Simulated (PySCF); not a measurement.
# Nuclear quadrupole coupling in `COC1=C(C)[P@@H](=O)C=C1[SiH3]`

Species: C6H11O2PSi.
Cartesian coordinates in Å at the GFN2-xTB level; atoms count from 1:
```xyz
21
C6H11O2PSi angstrom
C     -1.4178    1.7654   -1.1175
O     -0.1729    1.4371   -0.5442
C      0.0454    0.1984   -0.0467
C     -0.7462   -0.8803    0.1121
C     -2.1927   -1.1556   -0.1566
P      0.2659   -2.1905    0.8536
O      0.2772   -3.5087    0.2149
C      1.7510   -1.1618    0.8702
C      1.4434    0.0460    0.3832
Si     2.5490    1.5536    0.1520
H     -1.3476    2.8175   -1.3906
H     -2.2365    1.6293   -0.4078
H     -1.6062    1.1737   -2.0169
H     -2.8368   -0.6683    0.5779
H     -2.5033   -0.8425   -1.1513
H     -2.3449   -2.2330   -0.0774
H     -0.1380   -2.2366    2.1929
H      2.7197   -1.4598    1.2303
H      1.9959    2.6541    0.9390
H      3.8773    1.1891    0.6509
H      2.6092    1.8899   -1.2684
```

Field gradients from the PBE0/pcSseg-1 density (PySCF, non-relativistic), principal values in atomic units, ordered |Vxx| ≤ |Vyy| ≤ |Vzz|:

```json
{"atom": "O2", "Vxx": "-0.3218", "Vyy": "-1.5364", "Vzz": "1.8582"}
{"atom": "O7", "Vxx": "-0.3027", "Vyy": "-0.5553", "Vzz": "0.8580"}
```

Question: Find the asymmetry η = (Vxx − Vyy)/Vzz and the couplings χ = eQV/h (234.96 MHz × Q in barn × V in au), with Q(17O) = −0.0256 b.

Answer: 
```tsv
atom	environment	nucleus	η	χzz (MHz)	χxx (MHz)	χyy (MHz)
O2	ether oxygen	17O	0.65	-11.18	1.94	9.24
O7	phosphoryl oxygen	17O	0.29	-5.16	1.82	3.34
```

The tensor is traceless: Vxx + Vyy + Vzz = 0.

Question: What is Vzz at O7 in SI units (1 au = 9.71736 × 10²¹ V/m²)?

Answer: 0.8580 au = 8.337 × 10²¹ V/m².

Question: And the gradient at the other heavy atoms, for which no coupling is worked out here?

Answer: 
```tsv
atom	environment	Vzz (au)	η
C1	methoxy carbon	0.455	0.07
C3	vinylic carbon bearing oxygen	-0.360	0.03
C4	fully substituted alkene carbon	0.083	0.73
C5	allylic carbon	0.110	0.32
P6	phosphoryl phosphorus	-0.422	0.54
C8	alkene CH carbon	0.292	0.44
C9	fully substituted alkene carbon	0.388	0.48
Si10	SiH3 silicon	0.217	0.29
```

Were the hydrogens deuterons (Q(2H) = 0.00286 b), χzz would run from 108 kHz (H20) to 228 kHz (H18).

Geometry: GFN2-xTB, one conformer, isolated molecule. GFN2-xTB bond lengths can be off by several hundredths of an ångström, more for odd bonds, and the gradients follow them. These gradients aren't converged with respect to the basis.
